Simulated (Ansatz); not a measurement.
# Ligand exchange: KNH2 + InH2(SH) → KSH + InH2(NH2)

Species: KNH2 `[NH2][K]`, singlet; InH2(SH), singlet; KSH `[SH][K]`, singlet; InH2(NH2), singlet. The partners trade NH2 for SH: K–NH2 and In–SH bonds give way to K–SH and In–NH2.

Shapes, held fixed at every level: PBE0-D4/def2-TZVP. Programs: Ansatz 0.2.0. The zero-point and thermal change to 298 K, harmonic and unscaled (PBE0-D4/def2-TZVP), is +2.8 kJ/mol.

| level | kind | ΔH(298 K) (kJ/mol) | less CCSD(T)/def2-TZVPP |
| --- | --- | --- | --- |
| SPW92/def2-TZVPP | LDA | -64.0 | +6.0 |
| PBE-D4/def2-TZVPP | GGA | -60.7 | +9.3 |
| r2SCAN-D4/def2-TZVPP | meta-GGA | -65.3 | +4.7 |
| wB97M-V/def2-TZVPP | range-separated hybrid | -68.2 | +1.8 |
| wB97X-V/def2-TZVPP | range-separated hybrid | -70.5 | -0.5 |
| MP2/def2-SVP | perturbation theory | -73.9 | -3.9 |
| MP2/def2-TZVPP | perturbation theory | -68.0 | +2.0 |
| CCSD(T)/def2-TZVPP | coupled cluster or CI | -70.0 | 0.0 |

The highest level, CCSD(T)/def2-TZVPP, gives ΔH(298 K) = -70.0 kJ/mol; the levels span -73.9 to -60.7. The column of differences is taken from that level and isn't an error. No measured value is set beside it here. For atoms past krypton def2 sets carry core potentials with scalar relativity. Outer-core shells of In, K are correlated in most correlated rows, in sets that cover them unevenly.
